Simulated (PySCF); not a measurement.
Correlation energy of Xe⁺ (xenon, charge +1)

[Kr] 4d10 5s2 5p5, 2P determinant. Computed with PySCF 2.14 in cc-pVDZ-PP with ECP28MDF, with scalar relativity through the core potential. Frozen: 4s2 4p6 4d10; 7 electrons correlated.

MP2 pair energies summed by pair of shells (mhartree):

```
 pair  energy  share (%)
5p-5p  -54.07       69.0
5s-5p  -20.23       25.8
5s-5s   -4.05        5.2
```

Total MP2 correlation energy: -78.35 mhartree.

Same-spin part -20.28 and opposite-spin part -58.07 mhartree; SCS-MP2 scales them by 1/3 and 6/5 to -76.44 mhartree.

```tsv
level	correlation energy (mhartree)
CCSD	-90.58
(T)	-0.72
CCSD(T)	-91.30
```

Diagnostics: T1 = 0.0053, D1 = 0.0171, largest double amplitude 0.049.

Problem. Is a single reference adequate?

Solution. Yes, within this model without spin-orbit coupling: T1 lies below 0.03 and no double amplitude reaches 0.07.
